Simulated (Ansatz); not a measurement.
Abridged output of a molecular run in Ansatz:

```
Functional definition: HF
1705 factors; integrals over basis functions are off by at most 9.1e-4 eV
mean field evaluation 1: about -62734.4784 eV, gradient 5.5e1 eV
mean field evaluation 2: about -62734.6457 eV, gradient 5.5e1 eV
mean field evaluation 4: about -62740.3732 eV, gradient 4.7e0 eV
mean field evaluation 8: about -62740.4498 eV, gradient 2.9e-1 eV
mean field evaluation 16: about -62740.4507 eV, gradient 1.1e-6 eV
mean field -62740.45074777 eV, -2305.6690379755 hartree, gradient 1.1e-6 eV, S^2 0.000000; 0 other end points of the search recorded, 0 dependent functions left out
13 core orbitals not correlated: weight in the atoms' cores, before any rotation towards them, 1.000 or more for the frozen orbitals, at most 0.000 for the correlated occupied ones
reference -62740.45074777 eV, -2305.6690379755 hartree; 21, 21 occupied and 250, 250 virtual orbitals, 1705 factors
second order -29.97279071 eV of doubles, -0.00000000 eV of singles
cycle   1  -29.88334403 eV  change    8.9e-2 eV  update   1.1e-1
cycle   2  -30.59716184 eV  change   -7.1e-1 eV  update   3.2e-2
cycle   3  -30.73827000 eV  change   -1.4e-1 eV  update   1.5e-2
cycle   4  -30.72525600 eV  change    1.3e-2 eV  update   3.2e-3
cycle   5  -30.72513207 eV  change    1.2e-4 eV  update   1.4e-3
cycle   6  -30.72583020 eV  change   -7.0e-4 eV  update   4.0e-4
cycle   7  -30.72564365 eV  change    1.9e-4 eV  update   1.7e-4
cycle   8  -30.72560705 eV  change    3.7e-5 eV  update   5.1e-5
perturbative correction -1.13405032 eV, -0.0416755804 hartree
Total energy: -62772.31040514 eV, -2306.8398587886 hartree
```

Its atoms:

Z-matrix (Å, degrees):
```
C
Ge 1 1.936
H 1 1.091 2 110.1
H 1 1.091 2 109.8 3 119.3
H 1 1.091 2 110.4 3 -120.5
C 2 1.936 1 117.1 3 59.1
O 2 1.785 1 103.9 3 -64.7
O 2 1.785 1 111.8 3 178.8
H 6 1.091 2 110.1 1 59.0
H 6 1.091 2 109.8 1 178.3
H 6 1.091 2 110.4 1 -61.4
H 7 0.960 2 112.5 1 -177.3
H 8 0.960 2 112.5 1 55.4
```

(1) Which basis set was used?
A. def2-QZVPP
B. cc-pV(Q+d)Z
C. def2-SVPD
D. def2-TZVPP

(2) Write the keys of the input that set method, charge and spin (a neutral closed shell needs none for the last two).

Results:

(1) D. It gives 284 functions.

(2) 
```yaml
correlation: {method: ccsd_t}
```
